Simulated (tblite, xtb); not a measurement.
H₁₂O₆Zn (SMILES [OH2]->[Zn+2](<-[OH2])(<-[OH2])(<-[OH2])(<-[OH2])<-[OH2]), charge +2, singlet, at a GFN2-xTB geometry (such geometries of metal compounds can be far from the true shape). Base run: GFN1-xTB (xtb 6.7.1).

The xtb input:
```
$ xtb mol.xyz --gfn 1 --chrg 2 --json

# file mol.xyz
19

Zn    -0.00000000    -0.00000000     0.00000000
O     -0.68794774     1.64064429    -0.92214038
H     -1.49271480     1.70775651    -1.44990447
H     -0.27738361     2.51364239    -0.92277461
O      1.57056726     1.04144287     0.68120766
H      1.61931982     1.52897791     1.51224423
H      2.42176999     1.15066801     0.24051186
O      1.03700290    -0.48888826    -1.64345426
H      1.60028365    -1.26373687    -1.75753068
H      1.06793819     0.00582109    -2.47109831
O     -1.03700290     0.48888826     1.64345426
H     -1.60028365     1.26373687     1.75753068
H     -1.06793819    -0.00582109     2.47109831
O     -1.57056726    -1.04144287    -0.68120766
H     -1.61931982    -1.52897791    -1.51224423
H     -2.42176999    -1.15066801    -0.24051186
O      0.68794774    -1.64064429     0.92214038
H      0.27738361    -2.51364239     0.92277461
H      1.49271480    -1.70775651     1.44990447
```

Programs used: tblite, xtb; a row that names a program was run with it.

Each row names what was changed in the base input (with any setting that the change needs).

| change | ΔE vs base (kcal/mol) | HOMO-LUMO gap (eV) | G_solv (kcal/mol) | SCF cycles |
|---|---|---|---|---|
| base | 0.000 | 8.58 | - | 7 |
| alpb = hexane | -92.3 | 8.60 | -92.35 | 7 |
| program = tblite; method = gfn1 | -0.006 | - | - | - |
| etemp = 10000 | -1.93 | 8.61 | - | 7 |
| program = tblite; method = gfn1; option = (--efield, 0,0,0.1) | -0.032 | - | - | - |
| gbsa = water | -197.2 | 8.68 | -197.50 | 6 |
| acc = 0.0001 | 0.000 | 8.58 | - | 9 |
| program = tblite; method = gfn1; option = (--etemp, 2000) | -0.006 | - | - | - |
| program = tblite; method = gfn1; option = (--guess, eeq) | -0.006 | - | - | - |

ALPB and GBSA are two models with their own fitted parameters for each solvent, which aren't always the measured dielectric constant.
